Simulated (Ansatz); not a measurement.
Total energies of Cl₂H₂S₂Si, SMILES `S[Si](S)(Cl)Cl`.

```xyz
7

S     1.877    0.788   -0.071
Si   -0.105    0.065   -0.017
S     0.089   -1.997    0.395
Cl   -1.260    0.950    1.419
Cl   -1.032    0.459   -1.797
H     1.566    1.820   -0.874
H    -1.134   -2.085    0.945
```

Total charge 0; spin multiplicity 1. All single points use the PBE0-D4/def2-TZVP geometry. It is one conformer, not always the lowest. Basis def2-TZVPP, Ansatz.

RPA on PBE orbitals: Hartree–Fock energy of these orbitals -2004.32822 Eh, correlation -1.41000 Eh (frozen core).

```csv
functional,energy without D4 (Eh),D4 term (kJ/mol)
PBE,-2006.85130,-31.8
LC-ωPBE,-2007.14552,–
```

**Question.** Give the same for LDA (SPW92), revPBE, BLYP, r2SCAN, B97M-V, PBE0, B3LYP, r2SCANh, r2SCAN0, HSE06 (plane-wave form), BHLYP, CAM-B3LYP, ωB97X-V, ωB97M-V, B2PLYP, PBE-QIDH. (Best estimate.)

**Answer.** Ansatz gave: 
| functional | energy without D4 (Eh) | D4 term (kJ/mol) |
| --- | --- | --- |
| LDA (SPW92) | -2000.84961 | – |
| revPBE | -2007.33803 | -77.6 |
| BLYP | -2007.69469 | -68.0 |
| r2SCAN | -2007.58218 | -7.1 |
| B97M-V | -2007.20769 | – |
| PBE0 | -2007.01916 | -27.4 |
| B3LYP | -2007.79405 | -52.5 |
| r2SCANh | -2007.57416 | -7.9 |
| r2SCAN0 | -2007.56328 | -8.9 |
| HSE06 (plane-wave form) | -2006.98279 | -26.0 |
| BHLYP | -2007.71048 | -46.2 |
| CAM-B3LYP | -2007.76744 | -28.7 |
| ωB97X-V | -2007.41583 | – |
| ωB97M-V | -2007.61633 | – |
| B2PLYP | -2007.08393 | – |
| PBE-QIDH | -2006.59997 | – |

B3LYP takes the VWN-RPA correlation (the form of Gaussian; ORCA's B3LYP/G). HSE06 is the plane-wave form, built on full-range PBE exchange. The double hybrids freeze the cores in their second-order part.

LC-ωPBE has ω = 0.4 bohr⁻¹.
